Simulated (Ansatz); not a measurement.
```yaml
crystal:
  periodic: [false, false, false]
  atoms:
    - {symbol: Au, position_ang: [0.551343, -0.448407, -2.664868]}
    - {symbol: Sn, position_ang: [1.031134, 1.899946, 1.133842]}
    - {symbol: Sn, position_ang: [-0.397443, -0.309816, 2.827402]}
    - {symbol: Sn, position_ang: [0.337469, -1.418485, 0.002818]}
    - {symbol: Sn, position_ang: [2.550955, -0.756953, 1.709920]}
    - {symbol: Sn, position_ang: [-2.346311, -1.923876, 0.893455]}
    - {symbol: Sn, position_ang: [-2.053772, 1.164890, 0.619886]}
    - {symbol: Sn, position_ang: [-2.153422, -0.697045, -1.822980]}
    - {symbol: Sn, position_ang: [-0.204437, 2.034457, -1.682853]}
    - {symbol: Sn, position_ang: [2.684484, 0.455289, -1.016631]}
basis:
  gaussian: {orbitals: def2-TZVP, initial_orbitals: start.molden}
total_charge: 1
hamiltonian: {xc: pbe0, dispersion: d4}
scf: {omitted_lower_state_checks: [starts]}
output: {orbitals: {seedname: orbitals}}
```

The file start.molden holds the orbitals of an earlier run on this structure, at another level or in another basis.

```sh
$ ansatz run in.yaml --threads 6 --pin off --events-out ev --progress --plain --max-ram 7833MiB
```

Task: Does this run fit into the memory that it is given?

Result: No. It has 490 basis functions, and Ansatz plans for 9 GiB where 8 GiB are given.
